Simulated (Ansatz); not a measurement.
Program: Ansatz. Geometries: PBE0-D4/def2-TZVP. ΔE: electronic, gas phase. CCSD(T)/CBS is the MP2 limit (def2-TZVPP, def2-QZVPP) plus CCSD(T) − MP2 in def2-TZVPP, frozen cores. DFT in def2-TZVPP. For Ga, Sc outer-core shells are correlated without core-valence functions, which leaves a few kJ/mol of doubt a bond. Scalar relativity is left out up to krypton. One conformer a species, not always the lowest.

Reaction (redistribution): `[NH2][Sc]([Cl])[O][SiH3]` + `[NH2][Ga]([NH2])[NH2]` → `[NH2][Sc]([NH2])[O][SiH3]` + `[NH2][Ga]([NH2])[Cl]`

```
       level  ΔE (kJ/mol)
CAM-B3LYP-D4         29.5
      revPBE         24.6
     r2SCAN0         30.2
MP2/def2-SVP         34.3
```

Problem. What does CCSD(T)/CBS give? (Best estimate.)

Solution. The calculation gave: +33.5 kJ/mol. The listed levels differ from it by -4.0, -8.9, -3.3, 0.8 kJ/mol.

Largest T1 diagnostic among the species: 0.014.

From BLYP to BHLYP (50 % exact exchange), in def2-TZVPP and without D4, ΔE moves by +4.5 kJ/mol. Leaving LDA and LC-ωPBE aside and taking each functional with its dispersion term where it has one, the values, not all of them listed here, spread over 6.1 kJ/mol, from revPBE-D4 to PBE-QIDH. LDA lies +3.0 kJ/mol from PBE without D4.

CCSD(T)/CBS has its own doubt, a few kJ/mol and more with outer-core shells, so smaller differences from it don't rank the levels.
